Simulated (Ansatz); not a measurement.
Relaxation of CH$_{6}$FGaNOP (12 atoms, charge 0, multiplicity 1), to a largest force component of 0.015 eV/Å in at most 40 steps.

Method: RHF/def2-SVP in Ansatz.

```xyz
12
Properties=species:S:1:pos:R:3:forces:R:3
N -0.199 -1.081 -1.794 -1.95 -0.60 3.14
Ga -1.029 -0.688 0.361 -62.56 9.54 -91.51
C -0.300 -0.740 1.234 65.74 -5.55 82.43
F -0.701 0.013 2.292 0.36 0.62 3.89
O -0.833 1.376 -0.824 1.99 0.25 2.87
P 0.479 2.516 -0.617 -4.66 -1.72 -1.89
H -0.520 -2.020 -1.634 1.04 -1.04 -1.42
H 0.835 -1.014 -1.791 -1.22 -0.39 0.60
H -0.422 -1.804 1.490 1.49 -0.10 1.55
H 0.821 -0.538 1.166 -1.81 -0.83 -0.81
H -0.425 3.679 -0.510 1.22 -0.38 0.08
H 0.669 2.700 -2.063 0.35 0.21 1.09
```

**Question.** Where does it end, and by what steps?

**Answer.** The forces met the threshold. After 22 steps the energy has fallen by 32.067 eV; H8 moved furthest, 1.41 Å. The start is strongly strained (largest force component 92 eV/Å), so its close contacts needn't be bonds. Parted: Ga2–H9 (1.70 → 2.61 Å).

```
step  energy less start (eV)  largest force component (eV/Å)  accepted
   0                  0.0000                          91.515       yes
   1                -19.9845                          33.010       yes
   2                -26.3130                          16.510       yes
   3                -29.3928                           6.783       yes
   4                -30.7245                           1.267       yes
   5                -31.3275                           0.639       yes
   6                -31.5173                           1.055       yes
   7                -31.6751                           0.661       yes
   8                -31.8050                           0.623       yes
   9                -31.9224                           0.561       yes
  10                -32.0038                           0.555       yes
  11                -32.0539                           0.124       yes
  12                -32.0563                           0.145       yes
  13                -32.0579                           0.389       yes
  14                -32.0625                           0.136       yes
  15                -32.0645                           0.108       yes
  16                -32.0661                           0.063       yes
  17                -32.0668                           0.036       yes
  18                -32.0670                           0.045       yes
  19                -32.0672                           0.016       yes
  20                -32.0674                           0.020       yes
  21                -32.0675                           0.031       yes
  22                -32.0675                           0.014       yes
```

```xyz
12
Properties=species:S:1:pos:R:3
N -0.199 -1.584 -1.739
Ga -0.147 -0.333 -0.439
C -0.185 -0.704 1.521
F -0.805 0.336 2.173
O -0.034 1.338 -1.037
P 0.418 2.816 -0.524
H -0.309 -2.568 -1.594
H -0.169 -1.360 -2.714
H -0.723 -1.624 1.757
H 0.823 -0.806 1.929
H -0.842 3.411 -0.250
H 0.546 3.475 -1.771
```

Time of the run: 76 s on 2 threads of Arm Neoverse V2, on a shared host, peak memory 0.36 GiB.
